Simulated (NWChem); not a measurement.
Species: C2H7GeN, singlet; SMILES C[N]([GeH])C

Program: NWChem. Low-valent species are run as closed-shell singlets; no triplet was tried in these runs. Each level has its own optimisation; frequencies are unscaled. One conformer.

```json
[
 {"level": "Hartree-Fock/STO-3G", "r Ge–H (Å)": "1.471", "r Ge–N (Å)": "1.682", "highest harmonic frequency (cm⁻¹)": "3743", "lowest (cm⁻¹)": "190", "zero-point energy (kcal/mol)": "66.9", "dipole (D)": "1.52"},
 {"level": "Hartree-Fock/3-21G", "r Ge–H (Å)": "1.603", "r Ge–N (Å)": "1.786", "highest harmonic frequency (cm⁻¹)": "3293", "lowest (cm⁻¹)": "222", "zero-point energy (kcal/mol)": "60.1", "dipole (D)": "2.02"},
 {"level": "PBE0/def2-SVP", "r Ge–H (Å)": "1.603", "r Ge–N (Å)": "1.830", "highest harmonic frequency (cm⁻¹)": "3176", "lowest (cm⁻¹)": "202", "zero-point energy (kcal/mol)": "56.0", "dipole (D)": "1.85"}
]
```
